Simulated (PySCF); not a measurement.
How methods differ on the excitation energy of Nb

Nb [Kr] 4d4 5s1 (6D) → Nb [Kr] 4d3 5s1 6s1 (6F), as a difference of total energies. Computed with PySCF 2.14 in aug-cc-pVTZ-PP with one added diffuse shell each of s, p, d, f, g type with ECP28MDF (7s7p6d4f3g, 113 functions), with scalar relativity through the core potential. Correlated levels: valence: 4s2 4p6 frozen. The calculations carry no spin-orbit coupling.

| method | excitation energy (eV) |
| --- | --- |
| UHF | 3.876 |
| LDA | 5.182 |
| PBE | 4.937 |
| PBE0 | 4.805 |
| r2SCAN | 4.870 |
| MN15 | 5.078 |
| r2SCANh | 4.839 |
| wB97X-V | 4.587 |
| MP2 (valence) | 4.451 |
| SCS-MP2 (valence) | 4.068 |

How much does correlation contribute at MP2 (valence)?

4.451 − (3.876) = 0.575 eV, measured against UHF.

The promoted electron is Rydberg-like, and one or two diffuse shells describe it only roughly, which tends to raise the upper state.
